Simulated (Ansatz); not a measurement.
Total energies of `[CH3][Al]1[BH][NH]1`.

Cartesian coordinates in Å:
```
C 1.855 -0.280 0.059
Al 0.046 0.429 0.178
B -1.876 0.963 0.212
N -1.550 -0.314 -0.266
H 2.603 0.418 0.439
H 1.936 -1.211 0.628
H 2.103 -0.510 -0.982
H -2.923 1.523 0.338
H -2.195 -1.017 -0.606
```

The species carries charge 0 and has multiplicity 1. The structure was optimised at the PBE0-D4/def2-TZVP level. Basis def2-TZVPP, Ansatz 0.2.0.

RPA on PBE orbitals: Hartree–Fock energy of these orbitals -361.84724 Eh, correlation -0.94702 Eh (frozen core).

```csv
functional,energy without D4 (Eh),D4 term (kJ/mol)
LDA (SPW92),-361.03695,–
PBE,-362.90562,-13.6
revPBE,-363.12093,-40.9
BLYP,-363.16049,-29.8
r2SCAN,-363.10824,-3.3
B97M-V,-363.15414,–
PBE0,-362.94293,-11.4
B3LYP,-363.24155,-22.0
r2SCANh,-363.10070,-3.5
r2SCAN0,-363.09016,-3.9
HSE06 (plane-wave form),-362.92970,-10.7
BHLYP,-363.13770,-17.5
CAM-B3LYP,-363.14614,-11.7
LC-ωPBE,-363.03760,–
ωB97X-V,-363.13074,–
ωB97M-V,-363.13438,–
B2PLYP,-362.98399,–
PBE-QIDH,-362.83386,–
```

B3LYP takes the VWN-RPA correlation (the form of Gaussian; ORCA's B3LYP/G). HSE06 is the plane-wave form, built on full-range PBE exchange. The double hybrids freeze the cores in their second-order part.

LC-ωPBE has ω = 0.4 bohr⁻¹.
